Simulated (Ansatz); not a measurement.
Relaxation of BrF₄HHf (7 atoms, charge 0, multiplicity 1), to a largest force component of 0.03 eV/Å in at most 50 steps.

Theory: RKS BHLYP-D4/def2-SVP in Ansatz.

```xyz
7
Properties=species:S:1:pos:R:3:forces:R:3
Hf -0.539 0.000 -0.429 -0.96 0.00 0.92
F 0.043 0.000 2.689 -0.07 0.00 -0.23
F 1.252 0.000 0.170 0.07 0.00 0.02
F -0.689 1.510 -1.549 0.00 0.03 -0.02
F -0.689 -1.510 -1.549 0.00 -0.03 -0.02
Br -2.716 0.000 1.102 0.98 0.00 -0.61
H -0.794 0.000 3.067 -0.02 0.00 -0.05
```

**Question.** Where does it end, and by what steps?

**Answer.** It converged. After 8 steps the energy has fallen by 0.358 eV; H7 moved furthest, 0.54 Å. Joined: Hf1–F2.

| step | energy less start (eV) | largest force component (eV/Å) | accepted |
| --- | --- | --- | --- |
| 0 | 0.0000 | 0.982 | yes |
| 1 | -0.0376 | 1.589 | yes |
| 2 | -0.2289 | 0.367 | yes |
| 3 | -0.3178 | 0.474 | yes |
| 4 | -0.3429 | 0.432 | yes |
| 5 | -0.3560 | 0.136 | yes |
| 6 | -0.3573 | 0.094 | yes |
| 7 | -0.3574 | 0.114 | yes |
| 8 | -0.3581 | 0.027 | yes |

```xyz
7
Properties=species:S:1:pos:R:3
Hf -0.457 0.000 -0.113
F -0.052 0.000 2.174
F 1.434 0.000 0.118
F -0.695 1.528 -1.197
F -0.695 -1.528 -1.197
Br -2.747 0.000 1.177
H -0.920 0.000 2.539
```

Whether the end is a true minimum wasn't checked by a vibrational analysis.

Run time: 25 s on 4 threads of AMD EPYC 7R43 64-Core Processor (Zen 3), on a shared host, peak memory 0.36 GiB.
